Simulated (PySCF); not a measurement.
## Adding and removing an electron: AlTl

PBE; Al cc-pV(D+d)Z, Tl cc-pVDZ-PP with ECP60; scalar-relativistic core potentials (PySCF 2.14). Neutral (UKS): triplet (σ ↑, π ↑), Re = 2.968 Å, ωe = 169 cm⁻¹, De = 1.45 eV, HOMO -3.48 eV, LUMO -3.32 eV.

AlTl⁺ (UKS): doublet (σ ↑), Re = 3.524 Å, ωe = 99.6 cm⁻¹. The energies at the minima are -414.80483 hartree for AlTl and -414.59813 for AlTl⁺.

Problem. Work out the adiabatic ionisation energy, without and with harmonic zero-point energies (1 hartree = 27.2114 eV, 1 eV = 8065.5 cm⁻¹), and the change of the bond length.

Solution. At PBE: 0.20670 hartree = 5.625 eV between the minima; the zero-point term (99.6 − 169.0)/2 cm⁻¹ = -0.004 eV makes it 5.620 eV. Re changes by +55.6 pm against the neutral. The electron leaves a π orbital, and the ion is left as a loose complex of an ion and an atom.

These are scalar-relativistic numbers at best; spin–orbit coupling would shift them, the dissociation energy most. States were picked by a PBE0 search and need not be the measured ground states.
